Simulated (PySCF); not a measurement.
Vertical excitations of a molecule C4H4F2 from TDDFT-CAM-B3LYP/def2-SVPD run with PySCF 2.14.0, as energy in eV (oscillator strength): 5.95 (0.000), 6.17 (0.000), 7.37 (0.012), 7.74 (0.177), 7.86 (0.012), 7.92 (1.080), 8.70 (0.001), 8.73 (0.001), 9.09 (0.031), 9.17 (0.014). Lowest triplet (TDA): 4.51 eV. Geometry optimised at TPSSh-D3(BJ)/def2-SVP. Other conformers were not sampled.

Q: Pick the molecule that these values belong to.
A) C=C=CC(F)F
B) F/C=C\C=C/F
C) CC=C=C(F)F
D) FC1=C(F)CC1

A: A, C=C=CC(F)F
